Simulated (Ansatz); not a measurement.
# Molecular dynamics of Ba16H

Input:

```yaml
crystal:
  lattice:
    - [10.04, 0.0, 0.0]
    - [0.0, 10.04, 0.0]
    - [0.0, 0.0, 10.04]
  atoms:
    - { symbol: Ba, position: [-0.01815861, -0.00038285, 0.00573464] }
    - { symbol: Ba, position: [0.49573978, -0.00293077, 0.0533665] }
    - { symbol: Ba, position: [0.02724159, 0.5113538, -0.03961249] }
    - { symbol: Ba, position: [0.00718552, -2.209e-05, 0.49582307] }
    - { symbol: Ba, position: [0.26450971, 0.24151758, 0.2452298] }
    - { symbol: Ba, position: [0.51485154, 0.48717472, -0.03296364] }
    - { symbol: Ba, position: [0.50418517, -0.01628811, 0.48532248] }
    - { symbol: Ba, position: [0.79647906, 0.26850703, 0.21112983] }
    - { symbol: Ba, position: [0.01015218, 0.53026661, 0.48606428] }
    - { symbol: Ba, position: [0.27587424, 0.76620732, 0.24379455] }
    - { symbol: Ba, position: [0.24211674, 0.22291745, 0.78103777] }
    - { symbol: Ba, position: [0.5052665, 0.47587211, 0.50859801] }
    - { symbol: Ba, position: [0.73038185, 0.75048858, 0.23692794] }
    - { symbol: Ba, position: [0.77168703, 0.22110101, 0.74046327] }
    - { symbol: Ba, position: [0.22852989, 0.74888294, 0.77938787] }
    - { symbol: Ba, position: [0.77608036, 0.76547343, 0.72337874] }
    - { symbol: H, position: [0.48275805, 0.85812961, 0.23747454] }
basis:
  ecutwfc: 420.0
kpoints:
  mp_grid: { grid: [2, 2, 2] }
hamiltonian:
  xc: pbesol
scf:
  occupations: { method: fermi_dirac, width: 0.1 }
  lower_state_search: "off"
md:
  timestep: 0.5
  n_steps: 300
  ensemble: nvt_langevin
  temperature: 2100.0
  initial_velocities: maxwell_boltzmann
  seed: 821501
  friction: 0.05
```

Run as:

```bash
$ ansatz run input.yaml --threads 4 --pin off --max-ram 10240MiB --backend cpu --events-out ev --progress --plain --runs-dir out
```

It goes on from the last frame of an earlier run, with new velocities.

Output, in part (step lines):

```
md step     0: t =     0.00 fs  T =  1976.5 K  F+E_penalty+E_count = -93817.07685146 eV  E_kin = 4.343136 eV  (8 SCF iters)
md step     1: t =     0.50 fs  T =  2092.6 K  F+E_penalty+E_count = -93817.02495296 eV  E_kin = 4.598298 eV  (6 SCF iters)
md step     2: t =     1.00 fs  T =  1816.5 K  F+E_penalty+E_count = -93816.97216479 eV  E_kin = 3.991577 eV  (6 SCF iters)
md step     3: t =     1.50 fs  T =  1954.5 K  F+E_penalty+E_count = -93816.91465598 eV  E_kin = 4.294759 eV  (6 SCF iters)
md step     4: t =     2.00 fs  T =  1830.0 K  F+E_penalty+E_count = -93816.84988521 eV  E_kin = 4.021216 eV  (6 SCF iters)
md step     5: t =     2.50 fs  T =  1628.2 K  F+E_penalty+E_count = -93816.78803917 eV  E_kin = 3.577802 eV  (5 SCF iters)
md step     6: t =     3.00 fs  T =  1701.5 K  F+E_penalty+E_count = -93816.73250105 eV  E_kin = 3.738836 eV  (4 SCF iters)
md step     7: t =     3.50 fs  T =  1789.2 K  F+E_penalty+E_count = -93816.68388196 eV  E_kin = 3.931659 eV  (5 SCF iters)
[... lines left out ...]
md step   299: t =   149.50 fs  T =  2047.9 K  F+E_penalty+E_count = -93815.26648151 eV  E_kin = 4.500199 eV  (4 SCF iters)
md step   300: t =   150.00 fs  T =  2154.9 K  F+E_penalty+E_count = -93815.26156893 eV  E_kin = 4.735260 eV  (6 SCF iters)
```

The steps, from the saved trajectory:

```
time (fs)  T (K)  potential energy less start (eV)
      0.0   1976                             0.000
      5.0   1744                             0.495
     10.0   1582                             0.235
     15.0   2296                             0.193
     20.0   1984                             0.533
     25.0   2351                             0.259
     30.0   2394                             0.364
     35.0   2951                             0.483
     40.0   2808                             0.603
     45.0   2037                             0.954
     50.0   2395                             0.935
     55.0   2490                             0.884
     60.0   1562                             0.984
     65.0   1639                             0.884
     70.0   1999                             0.916
     75.0   1358                             1.018
     80.0   1583                             1.119
     85.0   1498                             1.263
     90.0   1715                             1.394
     95.0   1799                             1.369
    100.0   1580                             1.354
    105.0   2177                             1.457
    110.0   1862                             1.574
    115.0   1799                             1.643
    120.0   2043                             1.859
    125.0   1801                             1.901
    130.0   1798                             1.821
    135.0   1905                             1.746
    140.0   1852                             1.617
    145.0   1983                             1.642
    150.0   2155                             1.815
```

All steps were run. The mean temperature of the second half is 14 % below the set value. A run of 0.15 ps of so small a system gives no equilibrium averages. Limits of this set-up: coarse k mesh, odd electron count without spin.

Mean squared displacements from the first frame to the last, about the centre of mass: Ba 0.11 Å², H 3.99 Å².

Last frame:

```xyz
17
Lattice="10.0400 0.0000 0.0000 0.0000 10.0400 0.0000 0.0000 0.0000 10.0400" Properties=species:S:1:pos:R:3
Ba -0.247 -0.163 -0.034
Ba 5.214 -0.074 0.229
Ba 0.394 5.236 -0.312
Ba 0.205 -0.087 5.195
Ba 2.494 2.383 2.363
Ba 4.974 4.893 -0.431
Ba 4.843 -0.458 4.988
Ba 8.117 2.665 1.947
Ba 0.341 5.438 4.978
Ba 2.463 7.771 2.459
Ba 2.107 2.178 8.201
Ba 4.713 4.420 4.961
Ba 7.559 7.696 2.187
Ba 8.034 1.909 7.437
Ba 2.382 7.694 7.553
Ba 7.563 7.809 6.870
H 4.337 6.652 2.098
```

Run time: 15 min on 4 threads of AMD EPYC 9R45 96-Core Processor (Zen 5) (shared host), peak memory 3.6 GiB.
